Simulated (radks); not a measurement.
Species: Rh2+. Configuration: [Ar] 3d10 4s2 4p5.5 4d7.5 (fractional occupations, a model configuration). All-electron calculation, scalar-relativistic Kohn-Sham, RPBE, spin-polarised, spherical densities, finite nucleus; open shells are filled with parallel spins first (spin-orbit coupling, left out, can overturn this in heavy ions); Fermi nuclear charge, rms radius 4.4945 fm. Program: a radial shooting solver on a logarithmic mesh with Libxc functionals.

Normalised radial functions P(r) = r R(r), r in bohr:

r	4s up	4p up	5s down
0.001288	0.0521	0.0010	0.0176
0.001704	0.0665	0.0017	0.0224
0.002273	0.0849	0.0028	0.0287
0.003031	0.1074	0.0046	0.0363
0.004011	0.1334	0.0077	0.0450
0.00535	0.1638	0.0128	0.0553
0.007078	0.1953	0.0209	0.0659
0.009441	0.2262	0.0343	0.0764
0.01249	0.2486	0.0548	0.0839
0.01666	0.2538	0.0868	0.0857
0.02222	0.2270	0.1333	0.0766
0.0294	0.1557	0.1943	0.0524
0.03921	0.0267	0.2697	0.0088
0.05189	-0.1445	0.3416	-0.0491
0.0692	-0.3244	0.3829	-0.1097
0.0923	-0.4215	0.3424	-0.1419
0.1221	-0.3360	0.1791	-0.1119
0.1629	-0.0194	-0.1168	-0.0035
0.2155	0.3984	-0.4341	0.1373
0.2874	0.6484	-0.5909	0.2154
0.3834	0.4247	-0.3833	0.1252
0.5073	-0.2276	0.1597	-0.1068
0.6766	-0.9291	0.7846	-0.3159
0.8952	-1.1825	1.0966	-0.2869
1.194	-0.9131	0.9623	0.0237
1.58	-0.4669	0.5849	0.4171
2.107	-0.1491	0.2386	0.6700
2.81	-0.0278	0.0621	0.6545
3.718	-0.0029	0.0099	0.4408
4.959	-0.0001	0.0007	0.1847
6.562	0.0000	0.0000	0.0467
8.752	0.0000	0.0000	0.0058

4s up: eigenvalue -105.22 eV, 3 radial nodes at r = 0.0411, 0.165, 0.465 bohr, <r> = 0.977 bohr, 90 % of the charge inside 1.42 bohr. 4p up: eigenvalue -72.957 eV, 2 radial nodes at r = 0.147, 0.472 bohr, <r> = 1.07 bohr, 90 % of the charge inside 1.58 bohr. 5s down (empty): eigenvalue -19.173 eV, 4 radial nodes at r = 0.0411, 0.164, 0.451, 1.17 bohr, <r> = 2.72 bohr, 90 % of the charge inside 3.95 bohr.
